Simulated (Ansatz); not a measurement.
Input for Ansatz (a first-principles code): R-wB97X-V/def2-TZVPPD on HF (SMILES F) with ghost functions, monomers drawn apart or pushed together. Files ending in .json are basis or fitting sets from the Basis Set Exchange.

Ansatz 0.2 input:
```yaml
crystal:
  periodic: [false, false, false]
  atoms:
    - {symbol: F, position_ang: [2.02987379, 0.94587233, 3.94567398]}
    - {symbol: H, position_ang: [1.42685362, 0.64625527, 3.26655288]}
basis:
  gaussian:
    orbitals: def2-TZVPPD.json
    ghost_atoms:
      - {symbol: C, position_ang: [-0.81961779, -0.59600906, 2.46606368]}
      - {symbol: O, position_ang: [0.30629081, 0.09500580, 1.93705396]}
      - {symbol: Ga, position_ang: [0.60977218, 0.39946948, 0.17661847]}
      - {symbol: H, position_ang: [-1.49901563, -0.92624417, 1.67507676]}
      - {symbol: H, position_ang: [-0.47995652, -1.47015689, 3.02537897]}
      - {symbol: H, position_ang: [-1.36446284, 0.06328739, 3.14486741]}
      - {symbol: H, position_ang: [-0.50086895, -0.17494581, -0.75500837]}
      - {symbol: H, position_ang: [1.92416496, 1.17865520, -0.07774270]}
hamiltonian:
  xc: {name: wB97X-V}
scf: {lower_state_search: off}
```

The head of its log:

```
WARN ansatz: RAYON_NUM_THREADS=1 ignored (pool sized by the plan → 1); use --threads N
Functional definition: wB97X-V
these checks for a lower state are left out or cut short: stability, starts, cluster_reference, orbital_swaps, neighbouring_geometries, increment
integrals: 0.30 GiB planned
1224 factors; their error is unknown
integrals: 0.34 GiB planned
386 factors; integrals over basis functions are off by at most 3.7e-5 eV
mean field: 1.89 GiB planned
mean field evaluation 1: about -2732.2352 eV, gradient 2.9e1 eV
mean field evaluation 2: about -2732.1146 eV, gradient 3.4e1 eV
```

Problem. Predict the final total energy.

Solution. -100.4554 hartree.
